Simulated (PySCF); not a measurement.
Simulation results for AlBFH2O

All values are calculated (PySCF 2.14.0). Calculation on a computer-drawn molecule: optimised geometry and harmonic frequencies of an isolated molecule of the commonest isotopes, restricted reference for singlets and unrestricted otherwise, frozen core in MP2.

Entry: AlBFH2O

Start structure:
```xyz
6
AlBFH2O
F     -1.5700     2.2153    -3.3092
B     -0.5042     2.9544    -3.1423
O      0.3190     2.6057    -2.0783
Al     1.0890     1.9961    -0.7979
H     -0.2338     3.8703    -3.8405
H      1.8559     1.4511     0.4147
```

Here we set charge 1, multiplicity 1, method MP2 and basis cc-pV(D+d)Z.

Drawn bonds:
| atom | other atom | order |
| --- | --- | --- |
| 1 | 2 | 1 |
| 2 | 3 | 1 |
| 3 | 4 | 1 |
| 2 | 5 | 1 |
| 4 | 6 | 1 |

Q: What total energy does the calculation give for AlBFH2O?
A: -442.4429 hartree

Q: What rotational constants does the calculation give for AlBFH2O?
A: 33.78, 2.757, 2.549 GHz

Further results for AlBFH2O:

```
convergence status largest gradient component : 9.66e-06 hartree/bohr
```

Optimised structure:
```xyz
6
AlBFH2O
F     -1.5898     2.2077    -3.3182
B     -0.5164     2.9583    -3.1567
O      0.3343     2.6197    -2.0814
Al     1.0972     1.9847    -0.7795
H     -0.2378     3.8820    -3.8547
H      1.8683     1.4404     0.4371
```

Modes:
| frequency (cm⁻¹) | reduced mass (dalton) |
| --- | --- |
| 54.11 | 8.039 |
| 127.1 | 3.23 |
| 393.5 | 1.146 |
| 401.9 | 1.181 |
| 480.7 | 13.18 |
| 771.1 | 5.613 |
| 934.8 | 1.646 |
| 1108 | 1.24 |
| 1233 | 8.36 |
| 1364 | 7.591 |
| 2133 | 1.052 |
| 2818 | 1.101 |
